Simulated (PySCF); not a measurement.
## Simulated absorption spectrum

C₆H₁₃OP.
SMILES: `CC(C)[P@@]1(=O)C[C@H]1C`

Level of theory: TDDFT B3LYP/def2-SVPD, vertical, gas phase, core orbitals frozen in the response in PySCF 2.14.0, density-fitted response routines. The structure is a single PBE0-D3(BJ)/def2-SVP conformer in the gas phase; no vibrational or solvent corrections. Torsions of this conformer, `[CH3:1][CH:2]([CH3:3])[P@@:4]1(=[O:5])[CH2:6][C@H:7]1[CH3:8]`: C1–C2–P4–O5 63°.

Computed states:

| state | E (eV) | f |
| --- | --- | --- |
| S1 | 5.86 | 0.0062 |
| S2 | 6.31 | 0.0069 |
| S3 | 6.53 | 0.013 |
| S4 | 6.64 | 0.028 |
| S5 | 6.74 | 0.019 |
| S6 | 6.98 | 0.0033 |
| S7 | 7.05 | 0.0022 |
| S8 | 7.19 | 0.0020 |
| S9 | 7.29 | 0.022 |
| S10 | 7.44 | 0.070 |

Broadening: Gaussians 0.5 eV wide at half height, area fixed by f = 4.319×10⁻⁹ ∫ε dν̃. The cross-section is σ = 3.8235×10⁻²¹ ε cm², given in Mb (10⁻¹⁸ cm²). The width is an assumption, not a result. The curve ends short of the highest state used, and states not computed would add to its high-energy end.

Q: What does the envelope look like, and where are its maxima?

A: 
| E (eV) | σ (Mb) |
| --- | --- |
| 5.11 | 0.00 |
| 5.16 | 0.01 |
| 5.21 | 0.01 |
| 5.26 | 0.02 |
| 5.31 | 0.05 |
| 5.36 | 0.08 |
| 5.40 | 0.13 |
| 5.45 | 0.20 |
| 5.50 | 0.31 |
| 5.55 | 0.45 |
| 5.60 | 0.62 |
| 5.65 | 0.81 |
| 5.70 | 1.00 |
| 5.75 | 1.18 |
| 5.80 | 1.33 |
| 5.85 | 1.45 |
| 5.90 | 1.54 |
| 5.95 | 1.62 |
| 6.00 | 1.73 |
| 6.05 | 1.90 |
| 6.10 | 2.18 |
| 6.15 | 2.63 |
| 6.20 | 3.26 |
| 6.25 | 4.10 |
| 6.30 | 5.16 |
| 6.35 | 6.40 |
| 6.39 | 7.49 |
| 6.44 | 8.89 |
| 6.49 | 10.21 |
| 6.54 | 11.31 |
| 6.59 | 12.07 |
| 6.64 | 12.39 |
| 6.69 | 12.24 |
| 6.74 | 11.67 |
| 6.79 | 10.81 |
| 6.84 | 9.82 |

Maxima: 186 nm (6.65 eV), ε about 3200, made up of S3 (18%), S4 (47%) and S5 (29%) (ε in L mol⁻¹ cm⁻¹; maxima over ε = 5, shares over 10%).

Q: On this curve, what absorbance would a 10⁻⁵ mol/L sample give at 193 nm over a 1 cm path?

A: 193 nm is 6.424 eV, where ε is about 2200 L mol⁻¹ cm⁻¹, so A = ε c l ≈ 0.022 (Beer–Lambert, with the gas-phase spectrum and the assumed width).

Q: Coming from long wavelengths, where does ε first pass 100 L mol⁻¹ cm⁻¹?

A: At about 224 nm (5.53 eV), 0.33 eV below S1.

Q: What would ε be at 6.65 eV, the highest of these maxima, with half the width (0.25 eV)?

A: About 5190 L mol⁻¹ cm⁻¹ against 3240, a factor of about 1.6; a lone state at its own centre would give exactly 2.

All these states lie below the vertical ionisation energy of 8.78 eV (ΔSCF).
